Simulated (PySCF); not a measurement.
**Assigning NMR signals**

Geometry:
```tsv
atom	x (Å)	y (Å)	z (Å)
C1	-2.147	-0.850	-0.870
C2	-1.652	0.329	-0.040
C3	-2.211	1.652	-0.553
O4	-0.246	0.405	-0.098
Si5	0.895	-0.400	0.691
C6	0.811	-2.245	0.348
N7	0.731	-3.372	0.161
O8	2.270	0.153	0.083
Si9	3.823	0.413	-0.304
H10	-3.232	-0.900	-0.839
H11	-1.737	-1.780	-0.482
H12	-1.825	-0.735	-1.901
H13	-1.954	0.187	1.007
H14	-3.295	1.652	-0.480
H15	-1.814	2.475	0.035
H16	-1.921	1.795	-1.590
H17	0.865	-0.218	2.139
H18	4.593	-0.707	0.232
H19	3.867	0.479	-1.761
H20	4.176	1.678	0.335
```

PySCF 2.14.0 with density-fitted response routines calculation with geometry from GFN2-xTB and shielding tensors at PBE0/pcSseg-1 (GIAO); rapidly exchanging positions averaged, a single conformation, no relativistic terms, isolated molecule.

References, each an isolated molecule treated in the same way: TMS for 13C (σ = 186.93 ppm), 1H (σ = 31.72 ppm).

**Question.** Assign these signals to the numbered atoms. 13C{1H} NMR (computed): δ 127.9 (C), 68.2 (CH), 27.8 (CH3), 26.6 (CH3).

**Answer.** 
```tsv
δ (ppm)	atoms	environment	reason
127.9	C6	nitrile carbon	this is the usual window of a C≡N carbon, which has no attached hydrogen
68.2	C2	sp3 CH bonded to O	deshielded by the electronegative neighbour
27.8	C3	methyl carbon	saturated and bonded to C and H only
26.6	C1	methyl carbon	–
```

C3 and C1 lie closer than the usual error of such a calculation, so a measured spectrum could show them in the other order.

**Question.** Assign these signals to the numbered atoms. 1H NMR (600 MHz, computed): δ 5.22 (s, 3H), 4.68 (s, 1H), 4.28 (m, 1H), 1.57 (d, 3H), 1.33 (d, 3H).

**Answer.** 
5.22 → H18/H19/H20, hydrogen on a silicon bonded to O
4.68 → H17, hydrogen on a silicon bonded to C, 2 O
4.28 → H13, hydrogen on an sp3 CH bonded to O: its carbon carries O, hence the downfield position
1.57 → H10/H11/H12, hydrogen on a methyl carbon
1.33 → H14/H15/H16, hydrogen on a methyl carbon

Shifts are as computed. Against solution values, carbons near 30 ppm lie about +3 ppm off and those near 130 ppm about +5 ppm. Of 1211 compounds with measured shifts, 218 miss one by over three times the rms of a fit or turn the order of signals round; such compounds aren't used in these exercises. Multiplicities follow the n + 1 count of equivalent neighbours, as no J values were calculated; m marks all less simple cases, F and P coupling included.
